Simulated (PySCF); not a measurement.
## [Ce(OH)2]+ at several levels of theory

Computed with PySCF 2.14.0 (density fitting, no spin-orbit coupling) at the geometry relaxed with PBE0:

```xyz
5
[Ce(OH)2]+ (singlet in the valence; each metal's 4f electrons, 1 of them, lie in its core potential, out of spins and levels)
Ce    0.0000    0.0000   -0.6632
O     1.6709   -0.0343    0.5246
H     2.3074   -0.0470    1.2482
O    -1.6709    0.0343    0.5246
H    -2.3074    0.0470    1.2482
```

| level | basis | state | HOMO (eV) | gap (eV) | charge on Ce1 (e) | population of f-type functions on Ce1 (polarisation alone where 4f lies in the core) | dipole about the centre of mass (D) | largest force component (eV/Å) |
| --- | --- | --- | --- | --- | --- | --- | --- | --- |
| PBE0 | Ce lcecp-1-SVP with ECP47, O def2-SVP, H def2-SVP | singlet | -13.32 | 6.83 | 1.48 | 0.10 | 2.78 | 0.01 |
| HF | the same | singlet | -17.32 | 12.94 | 1.84 | 0.09 | 3.86 | 1.11 |
| PBE0 | Ce lcecp-1-TZVP with ECP47, O def2-TZVP, H def2-TZVP | singlet | -13.40 | 6.94 | 1.78 | 0.11 | 3.02 | 0.22 |

In the lcecp rows the 4f levels are missing from HOMO and gap, and the state counts the valence alone.

Charges are Mulliken's, which hang on the basis. The relaxation used the grid (50, 194), these runs (75, 302) or, all-electron (x2c bases, spin-free X2C Hamiltonian), (99, 590).

Problem. What does TPSSh with Ce lcecp-1-SVP with ECP47, O def2-SVP, H def2-SVP give here?

Solution. state singlet, HOMO (eV) -12.40, gap (eV) 5.69, charge on Ce1 (e) 1.45, population of f-type functions on Ce1 (polarisation alone where 4f lies in the core) 0.09, dipole about the centre of mass (D) 2.67, largest force component (eV/Å) 0.36. Time: 3.5 s on 2 threads of Arm Neoverse V1 (shared host), from an already converged density.

In the first row's basis the gap widens with exact exchange: 5.7 to 6.8 eV for TPSSh, PBE0 (a fixed share); 12.9 eV for Hartree–Fock (rising or full at long range).

An lcecp potential fixes the number of 4f electrons, so in runs with it no electron can move into or out of that shell.
